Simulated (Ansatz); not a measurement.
Spectroscopic constants of NaO, multiplicity 2 (the spin of the measured ground state).

Constants: fifth-degree fit in 1/R to seven points, most abundant isotopes. Runs in def2 and cc sets follow the lowest solution found near the PBE0 minimum.

Correlated levels freeze the inner cores; with def2 sets outer-core shells near the valence are correlated too.

Codes used: Ansatz (an electronic-structure program). 

Energies at B2PLYP/def2-TZVPP:

```json
[
 {"R (Å)": "1.903480", "E (hartree)": "-237.35147465"},
 {"R (Å)": "1.954648", "E (hartree)": "-237.35397100"},
 {"R (Å)": "2.001724", "E (hartree)": "-237.35516631"},
 {"R (Å)": "2.054939", "E (hartree)": "-237.35550381"},
 {"R (Å)": "2.108155", "E (hartree)": "-237.35498927"},
 {"R (Å)": "2.169557", "E (hartree)": "-237.35357704"},
 {"R (Å)": "2.241194", "E (hartree)": "-237.35110188"}
]
```

### Question
With a reduced mass of 9.4324 u, find the minimum, the force constant and the constants.

### Answer
A fifth-degree polynomial in 1/R puts the minimum at r_e = 2.0474 Å with force constant 135 N/m. Then ω_e = (1/2πc)√(k/μ) = 493 cm⁻¹ and B_e = h/(8π²cμr_e²) = 0.4264 cm⁻¹; the cubic and quartic terms give α_e = 0.0047 and ω_e x_e = 3.4 cm⁻¹.
